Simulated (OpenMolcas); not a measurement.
Mn2+: ligand-field states by method

Mn2+ with 6 ligands (fluoride) in octahedral coordination (Oh) at 2.14 Å. A charge of +0.667 e stands 2.4 Å behind each ligand. Ligand basis ANO-RCC-VDZP.
```
Mn    0.0000    0.0000    0.0000
F     2.1400    0.0000    0.0000
F     0.0000    2.1400    0.0000
F    -2.1400    0.0000    0.0000
F     0.0000   -2.1400    0.0000
F     0.0000    0.0000    2.1400
F     0.0000    0.0000   -2.1400
```

| Quantity | Value |
| --- | --- |
| Program | OpenMolcas 26.06 |
| Basis | ANO-RCC-VTZP [6s5p3d2f1g] |
| Scalar Hamiltonian | DKH2, point nucleus |
| Active space | 5 electrons in 5 orbitals (3d) |
| State averaging | 2S+1 = 6 even, 1 root; 2S+1 = 4 even, 24 roots; 2S+1 = 2 even, 75 roots |
| Spin-orbit coupling | RASSI with atomic mean-field integrals over the reference wave functions |

I. CASSCF
II. SS-CASPT2, IPEA 0.25 Eh, imaginary shift 0.1 Eh (closed shells correlated: 3s 3p and the ligand valence shells)

Spin-free states (labels of O, the rotations of Oh) in cm-1, each column counted from its own energy of the first state listed:

```json
{"State": "6A1", "Degeneracy": "1", "I": "0", "II": "0"}
{"State": "4T1", "Degeneracy": "3", "I": "28107", "II": "23350"}
{"State": "4T2", "Degeneracy": "3", "I": "30894", "II": "25350"}
{"State": "4E", "Degeneracy": "2", "I": "31764", "II": "26640"}
{"State": "4A1", "Degeneracy": "1", "I": "31873", "II": "26980"}
{"State": "4T2", "Degeneracy": "3", "I": "38113", "II": "30450"}
{"State": "2T2", "Degeneracy": "3", "I": "39361", "II": "32570"}
{"State": "4E", "Degeneracy": "2", "I": "39625", "II": "32220"}
{"State": "4T1", "Degeneracy": "3", "I": "40033", "II": "35610"}
{"State": "2A2", "Degeneracy": "1", "I": "42070", "II": "34750"}
{"State": "2T1", "Degeneracy": "3", "I": "42490", "II": "35870"}
{"State": "2T2", "Degeneracy": "3", "I": "43227", "II": "36160"}
{"State": "2E", "Degeneracy": "2", "I": "44152", "II": "37290"}
{"State": "2A1", "Degeneracy": "1", "I": "45183", "II": "38810"}
{"State": "2T2", "Degeneracy": "3", "I": "48000", "II": "39550"}
{"State": "2E", "Degeneracy": "2", "I": "49043", "II": "39580"}
{"State": "2T1", "Degeneracy": "3", "I": "50769", "II": "41140"}
{"State": "2T2", "Degeneracy": "3", "I": "53137", "II": "44100"}
{"State": "4T1", "Degeneracy": "3", "I": "53154", "II": "44250"}
{"State": "4A2", "Degeneracy": "1", "I": "53799", "II": "44400"}
```

From I to II, I's first state of another spin (4T1) moves from 28107 to 23350 cm-1, by about -4800 cm-1.

I: A least-squares ligand-field fit to the states below 45000 cm-1, each weighted by its degeneracy and with a free common offset, gives 10Dq = 6049 cm-1, B = 1103 cm-1 and C = 4115 cm-1 (C/B = 3.73), with an rms deviation of 98 cm-1. The same method and metal basis give the free ion B = 1117 cm-1 (fit to its terms below 60000 cm-1, rms deviation 53 cm-1), so the nephelauxetic ratio is β = 1103 / 1117 = 0.99; it hangs on how both fits weigh the states, and computed free-ion B values tend to be too large, so β mixes covalency with correlation.

χT at 300 K: I 4.39, II 4.39 cm3 K/mol.

Roots that are degenerate in the reference are averaged as groups; the widest CASPT2 spread within a group is 120 cm-1 (the 2-fold group of multiplicity 2 near 51100 cm-1 above the lowest state of its run, II). Shifts and gaps below about the spread of the groups concerned are not significant. Over all roots computed the reference weight is 0.70 to 0.71 in II; a low but even weight reflects the number of correlated electrons. Ligand-to-metal charge-transfer states are missing. With no ligand orbital active B as a rule stays too high, so bands that hang on it stand too high and its fall with covalency is understated. Without dynamic correlation the repulsion within the d shell is too large (B by tens of per cent), so at a given field states of lower spin stand too high (holds for I). With metal d orbitals alone and no dynamic correlation the field as a rule comes out too small, by tens of per cent, by up to half for chloride and softer ligands (holds for I). These CASPT2 states fit no ligand-field parameters well, so their order and spin gaps are uncertain (holds for II). With one d shell and no ligand orbital active, 10Dq can be off by tens of per cent for divalent 3d ions, low with halides held by bare charges and at times high in hosts (holds for II). Free-ion shares, where given, are those of the reference states; single-state CASPT2 does not remix them (holds for II). No measured value stands beside these numbers; the geometry is a model, was not optimised and need not be the one that this ion takes.
